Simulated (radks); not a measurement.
Values are calculated unless marked as measured or tabulated.
Ionisation of neutral barium, [Xe] 6s2, to Ba+, [Xe] 6s1, under several functionals. Dirac Kohn-Sham, spin-unpolarised, spherical densities, point nucleus; a radial shooting solver on a logarithmic mesh with Libxc functionals.

functional                                        E(Ba) (hartree)  Exc (hartree)  IE (eV)  -e(HOMO) (eV)  <r> HOMO (bohr)  IE error (eV)
LDA (Slater exchange, Perdew-Zunger correlation)       -8133.0682      -191.8725    5.542          3.350            4.720         +0.330
Wu-Cohen GGA                                           -8138.4882      -197.3563    5.363          3.247            4.757         +0.151
revPBE                                                 -8139.5863      -198.4651    5.293          3.192            4.822         +0.081
HCTH/407                                               -8144.2826      -203.3710    5.336          3.222            4.876         +0.125
B86b exchange with PBE correlation                     -8140.1551      -199.0407    5.384          3.246            4.781         +0.172
XLYP                                                   -8140.6854      -199.5723    5.288          3.084            4.780         +0.076

NIST Atomic Spectra Database: 5.212 eV (measured). Closest: XLYP. The Delta-SCF values span 0.25 eV, the total energies 11.21 hartree. The highest occupied level is 6s1/2. Spin polarisation and multiplet splitting are left out, so open shells lie too high by an amount that depends on their filling.

Beside tabulated values, note that spin-unpolarised runs miss the spin-polarisation part of the exchange energy of open shells.
